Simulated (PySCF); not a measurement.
Excitations are Tamm–Dancoff values on a coarser integration grid. The basis has no diffuse functions, so Rydberg states are missing or too high.

Cartesian coordinates (Å):
```xyz
7

O     -1.1399    -1.1832     0.4814
Al     0.0000    -0.0001     0.0736
O     -0.4935     1.5995    -0.1780
O      1.6333    -0.4164    -0.0825
H     -2.0736    -0.9931     0.5805
H      0.1160     2.3012    -0.4100
H      1.9576    -1.3079     0.0507
```
Charge 0, spin multiplicity 1.

### Question
Predict the T1 excitation (TDA), dipole moment, total energy, S1 excitation (TDA) and S1–T1 gap (TDA) from PBE-D3(BJ)/def2-TZVP // B3LYP-D3(BJ)/def2-TZVP run with PySCF.

### Answer

The T1 excitation (TDA) is 5.80 eV and the dipole moment is 0.00 D. The total energy is -469.8209 Ha and the S1 excitation (TDA) is 6.05 eV. The S1–T1 gap (TDA) comes out as 0.24 eV.
